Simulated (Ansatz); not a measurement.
`S[SiH](S)Cl` and `S[SiH](S)S` differ in one atom or group.

Ansatz, PBE0-D4/def2-TZVP geometries, multiplicity 1. Each molecule was computed in one conformer, which needn't be the lowest.

| property | `S[SiH](S)Cl` |
| --- | --- |
| HOMO–LUMO gap (PBE/def2-TZVPP) / eV | 5.36 |
| HOMO–LUMO gap (B3LYP/def2-TZVPP) / eV | 7.01 |
| HOMO energy (PBE/def2-TZVPP) / eV | -6.67 |
| size of the dipole moment (ωB97M-V/def2-TZVPP) / D | 1.14 |
| HOMO energy (PBE0/def2-TZVPP) / eV | -7.92 |
| size of the dipole moment (PBE/def2-TZVPP) / D | 1.08 |

Give the same properties after the change, and the shifts. (An estimate is asked.)

The calculation gave: 
```tsv
property	`S[SiH](S)S`	shift
HOMO–LUMO gap (PBE/def2-TZVPP) / eV	5.13	-0.23
HOMO–LUMO gap (B3LYP/def2-TZVPP) / eV	6.77	-0.24
HOMO energy (PBE/def2-TZVPP) / eV	-6.35	0.32
size of the dipole moment (ωB97M-V/def2-TZVPP) / D	0.98	-0.16
HOMO energy (PBE0/def2-TZVPP) / eV	-7.56	0.36
size of the dipole moment (PBE/def2-TZVPP) / D	0.94	-0.14
```

With PBE0 the HOMO rises by 0.36 eV and the LUMO rises by 0.08 eV, so the gap narrows by about 0.28 eV. PBE moves the HOMO by 0.32 eV and ωB97M-V by 0.39 eV. Dipoles are sizes alone; their direction can turn.

B3LYP here is the variant with VWN-RPA as its local correlation; programs differ in this.
